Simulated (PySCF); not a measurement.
Several orderings of computed values.

Each SMILES stands for a single optimised conformer of the isolated species, non-relativistic unless stated. Electronic properties by PySCF.

The conformers computed, where there is a choice (atom-mapped SMILES and torsion angles):
- `[CH3:1][CH2:2][CH2:3][C@@H:4]([CH3:5])[C:6]=[O:7]`: C1–C2–C3–C4 178°, C2–C3–C4–C5 176°, C3–C4–C6–O7 -147°
- `[CH2:1][CH2:2]/[C:3]([CH3:4])=[CH:5]/[O:6][CH3:7]`: C1–C2–C3–C4 85°, C3–C5–O6–C7 168°
- `[CH2:1]=[CH:2][SiH2:3][SiH2:4][SiH:5][SiH3:6]`: C1–C2–Si3–Si4 109°, C2–Si3–Si4–Si5 54°, Si3–Si4–Si5–Si6 23°
- `[CH2:1][C@H:2]([SiH3:3])[CH2:4][CH2:5][Cl:6]`: C1–C2–C4–C5 -67°, C2–C4–C5–Cl6 180°
- `[CH3:1][C@H:2]([SiH3:3])[CH2:4][CH:5][Cl:6]`: C1–C2–C4–C5 -64°, C2–C4–C5–Cl6 98°
- `[CH3:1][SiH:2][C:3]([CH3:4])([CH3:5])[Cl:6]`: C1–Si2–C3–C4 53°
- `[N:1]#[C:2]/[CH:3]=[C:4](\[C:5]#[N:6])[CH2:7][NH2+:8]`: C3–C4–C7–N8 -18°, H–N8–C7–C4 -144°, H–N8–C7–C4 49°

Question: Rank by isotropic g value, highest first (unrestricted B3LYP/pcH-1, mean-field spin–orbit at GFN2-xTB geometries).
A. `C=C[SiH2][SiH2][SiH][SiH3]` [radical]
B. `C[SiH]C(C)(C)Cl` [radical]
C. `C[C@H]([SiH3])C[CH]Cl` [radical]
D. `CCC[C@@H](C)[C]=O` [radical]
E. `[CH2][C@H]([SiH3])CCCl` [radical]
F. `[CH2]C/C(C)=C/OC` [radical]

Answer: C (2.00602), A (2.00499), B (2.00306), E (2.00274), F (2.00263), D (2.00048).

Q: Give the two extremes of that set as shifts from the free-electron value 2.002319.

A: `CCC[C@@H](C)[C]=O` [doublet state]: -1830 ppm; `C[C@H]([SiH3])C[CH]Cl` [doublet state]: +3700 ppm.

Question: Rank by smallest rotational constant, highest first (GFN2-xTB).
A. `[CH2]C/C(C)=C/OC` [radical]
B. `C[SiH]C(C)(C)Cl` [radical]
C. `N#C/C=C(\C#N)C[NH2+]` [radical]
D. `C[C@H]([SiH3])C[CH]Cl` [radical]
E. `[C-]#C`

Answer: E (42.427 GHz), B (1.481 GHz), A (1.217 GHz), C (1.021 GHz), D (0.860 GHz).
